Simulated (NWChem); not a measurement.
System: ZnNH3S; SMILES [NH2][Zn][SH]

Input file for NWChem:

```
start job
memory heap 200 mb stack 900 mb global 1100 mb
geometry units angstroms
  Zn     0.232270    -0.283986     0.007561
  N      0.419411    -2.088897    -0.000459
  H      0.139852    -2.599671    -0.833690
  H      0.092964    -2.612548     0.807326
  S      0.202361     1.889641     0.017405
  H     -1.148166     1.946409    -0.020394
end
basis spherical
  * library 6-31g*
end
dft
  xc hfexch
  iterations 150
end
driver
  maxiter 120
end
task dft optimize
task dft freq
```

The level has its own optimisation; frequencies are unscaled.

Task: Predict the main results of this run. (Hartree-Fock/6-31G* (spherical d).) Quantities: r N–Zn (Å); r S–Zn (Å); r H–N (Å); r H–S (Å); highest harmonic frequency (cm⁻¹); lowest (cm⁻¹); zero-point energy (kcal/mol); dipole (D).

Result: 
```yaml
r N–Zn (Å): 1.812
r S–Zn (Å): 2.199
r H–N (Å): 0.998
r H–S (Å): 1.330
highest harmonic frequency (cm⁻¹): 3886
lowest (cm⁻¹): 90
zero-point energy (kcal/mol): 21.9
dipole (D): 2.38
```
